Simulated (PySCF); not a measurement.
## Working out the ionisation energy of Zn²⁺

Zn²⁺ [Ar] 3d10 (1S) → Zn³⁺ [Ar] 3d9 (2D). Computed with PySCF 2.14 in aug-cc-pVDZ-DK, with scalar relativity by spin-free X2C-1e. Frozen: [Ar]. Energies in hartree (1 hartree = 27.21139 eV):

| part | Zn²⁺ (lower) | Zn³⁺ (upper) |
| --- | --- | --- |
| UHF | -1793.361042 | -1791.998382 |
| MP2 opposite-spin | -0.238239 | -0.172997 |
| MP2 same-spin | -0.144087 | -0.105028 |

Problem. What does Hartree-Fock give?

Solution. (-1791.998382) − (-1793.361042) = 1.362660 hartree = 37.080 eV.

Problem. What do MP2 and SCS-MP2 (6/5 opposite-spin, 1/3 same-spin) give?

Solution. The opposite-spin parts differ by 1.775 eV and the same-spin parts by 1.063 eV. MP2: 37.080 + (1.775) + (1.063) = 39.918 eV. SCS-MP2: 37.080 + 1.2 × (1.775) + (1.063)/3 = 39.564 eV.

Reference: 39.723 eV (measured; NIST Atomic Spectra Database, ionization energies), between the lowest levels; spin-orbit coupling is absent from the calculation.

A double-zeta basis recovers only part of the correlation energy.

What remains against the reference includes basis incompleteness, the frozen core and correlation beyond second order.
